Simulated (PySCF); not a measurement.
Ni²⁶⁺ (nickel, charge +26) across methods

1s2, closed-shell 1S. All numbers are calculated (PySCF 2.14, the non-relativistic Hamiltonian (point nucleus), in an uncontracted even-tempered set (15 s from 30 bohr⁻², ratio 2.2; 7 p from 46 bohr⁻², ratio 2.4; 4 d from 140 bohr⁻², ratio 2.4; 3 f from 210 bohr⁻², ratio 2.4; 3 g from 310 bohr⁻², ratio 2.4)).

```csv
method,E (hartree),mean ε 1s (eV),Σ⟨r²⟩ (bohr²),⟨S²⟩
LDA,-764.422,-9998.6,0.007915,0.000
PBE,-766.306,-10019.8,0.007898,0.000
r2SCAN,-766.660,-10040.5,0.007885,0.000
UHF,-766.61070,-10195.2,0.007876,0.000
PBEsol,-765.586,-10010.8,0.007904,0.000
PBE0,-766.394,-10063.8,0.007893,0.000
```

(1) Estimate the same row for TPSS.

## Answers

(1) E (hartree) = -766.664; mean ε 1s (eV) = -10033.9; Σ⟨r²⟩ (bohr²) = 0.007886; ⟨S²⟩ = 0.000.
